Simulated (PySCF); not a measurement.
## Excitation energy of N⁺ by level of theory

N⁺ [He] 2s2 2p2 (3P) → N⁺ [He] 2s2 2p1 3d1 (high-spin determinant), as a difference of total energies. Computed with PySCF 2.14 in aug-cc-pVQZ with one added diffuse shell each of s, p, d, f, g type (7s6p5d4f3g, 105 functions), with no relativity, point nucleus. Correlated levels: valence: 1s2 frozen. The calculations carry no spin-orbit coupling.

```tsv
method	excitation energy (cm⁻¹)
UHF	184970
LDA	185810
PBE	183150
PBE0	184850
r2SCAN	187840
BLYP	182510
PW91	183940
B97-3	184950
wB97X	187210
MP2 (valence)	187050
SCS-MP2 (valence)	186060
```

The promoted electron is Rydberg-like, and one or two diffuse shells describe it only roughly, which tends to raise the upper state.

The determinant of the upper state mixes LS terms, which raises its energy above the lowest term, most at the Hartree-Fock and MP2 levels.
